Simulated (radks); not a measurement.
Values are calculated unless marked as measured or tabulated.
Trend from Rb2+ to Xe2+: ionisation energy by Delta-SCF between NIST ground configurations, and size. Level of theory: scalar-relativistic Kohn-Sham, PBE, spin-polarised, spherical densities, point nucleus; open shells are filled with parallel spins first (spin-orbit coupling, left out, can overturn this in heavy ions) (a radial shooting solver on a logarithmic mesh with Libxc functionals).

| species | configuration | configuration of the ion | IE (eV) | NIST (eV) | kind | outermost | <r> outermost (bohr) | r at 0.001 e/bohr^3 (bohr) |
|---|---|---|---|---|---|---|---|---|
| Rb2+ | [Ar] 3d10 4s2 4p5 | [Ar] 3d10 4s2 4p4 | 39.278 | 39.247 | semi-emp. | 4p | 1.64 | 3.41 |
| Sr2+ | [Kr] | [Ar] 3d10 4s2 4p5 | 42.993 | 42.884 | exp. | 4p | 1.55 | 3.33 |
| Zr2+ | [Kr] 4d2 | [Kr] 4d1 | 23.164 | 23.170 | semi-emp. | 4d | 2.00 | 3.63 |
| Nb2+ | [Kr] 4d3 | [Kr] 4d2 | 25.553 | 25.040 | semi-emp. | 4d | 1.84 | 3.62 |
| Mo2+ | [Kr] 4d4 | [Kr] 4d3 | 27.830 | 27.1 | semi-emp. | 4d | 1.71 | 3.57 |
| Tc2+ | [Kr] 4d5 | [Kr] 4d4 | 30.027 | 29.550 | semi-emp. | 4d | 1.60 | 3.51 |
| Ru2+ | [Kr] 4d6 | [Kr] 4d5 | 28.429 | 28.470 | semi-emp. | 4d | 1.54 | 3.47 |
| Rh2+ | [Kr] 4d7 | [Kr] 4d6 | 30.912 | 31.060 | semi-emp. | 4d | 1.46 | 3.42 |
| Pd2+ | [Kr] 4d8 | [Kr] 4d7 | 33.285 | 32.930 | semi-emp. | 4d | 1.38 | 3.36 |
| Ag2+ | [Kr] 4d9 | [Kr] 4d8 | 35.577 | 34.8 | semi-emp. | 4d | 1.31 | 3.30 |
| Cd2+ | [Kr] 4d10 | [Kr] 4d9 | 37.809 | 37.47 | exp. | 4d | 1.25 | 3.24 |
| In2+ | [Kr] 4d10 5s1 | [Kr] 4d10 | 28.575 | 28.044 | exp. | 5s | 2.34 | 3.56 |
| Sn2+ | [Kr] 4d10 5s2 | [Kr] 4d10 5s1 | 30.693 | 30.506 | exp. | 5s | 2.22 | 3.69 |
| Sb2+ | [Kr] 4d10 5s2 5p1 | [Kr] 4d10 5s2 | 24.650 | 25.324 | exp. | 5p | 2.49 | 3.87 |
| Te2+ | [Kr] 4d10 5s2 5p2 | [Kr] 4d10 5s2 5p1 | 27.535 | 27.84 | exp. | 5p | 2.33 | 3.91 |
| I2+ | [Kr] 4d10 5s2 5p3 | [Kr] 4d10 5s2 5p2 | 30.270 | 29.57 | exp. | 5p | 2.20 | 3.89 |
| Xe2+ | [Kr] 4d10 5s2 5p4 | [Kr] 4d10 5s2 5p3 | 30.403 | 31.05 | semi-emp. | 5p | 2.10 | 3.86 |

Reference values: NIST Atomic Spectra Database (exp. = measured, semi-emp. = semi-empirical, theory = theoretical value adopted there). Open shells are spherical and high-spin; term and fine-structure splittings are not resolved. Spin-orbit splitting is averaged out at the scalar-relativistic level.
